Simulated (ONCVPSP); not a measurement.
**C, ONCV: configuration errors across variants**

| Property | Result |
| --- | --- |
| Element | C |
| Generator | ONCVPSP 4.0.1 |
| Type | optimised norm-conserving Vanderbilt (ONCV) |
| Functional | PBE |
| Relativity | fully relativistic |
| Frozen core | [He] |
| Valence charge | 4 |
| Reference configuration | 2s2 2p1 (charge +1) |
| Partial waves | 2s: rc 0.85 bohr, ncon 4, nbas 7, qcut 7.2 1/bohr, local; 2p: rc 2.15 bohr, ncon 4, nbas 8, qcut 7 1/bohr, 1 projector; d scattering state at 0.38 Ha: rc 2.05 bohr, ncon 4, nbas 8, qcut 4.1 1/bohr, 3 projectors, debl 3.5 Ha |
| Local potential | the s channel |
| Core correction | polynomial model core, fcfact 0.25 |

Open shells are filled in proportion to 2j + 1.

All-electron excitation energies from the reference (eV): (1) 2s2 2p2 -10.861; (2) 2s2 2p0 24.156; (3) 2s1 2p0 72.350; (4) 2s1 2p3 -2.383.

1 further variants failed, have other tests or another functional or relativity, and are left out.

Errors AE − PS in meV (a dash: test not solved or not reliable):

```csv
change,(1),(2),(3),(4),bound ghosts,GHOST(+) flags above zero
base,+30,+150,+414,+76,none,none
"core correction polynomial model core, fcfact 1.02",+29,+143,+376,+73,none,none
p: rc 2.56,+50,+220,+577,+118,none,none
s: qcut 8.7; p: qcut 8.5; d: qcut 5,+22,+114,+327,+57,none,none
s: qcut 8.8,+30,+150,+414,+76,none,none
"all radii but the core radius scaled by about 1.06 (s 0.90, p 2.28, d 2.18 bohr)",+35,+169,+463,+85,none,none
```

Q: Give the same row for: core correction Teter function, fcfact 4, rcfact 1.3.

A: +31, +156, +457, +78; bound ghosts: none; GHOST(+) flags above zero: none.
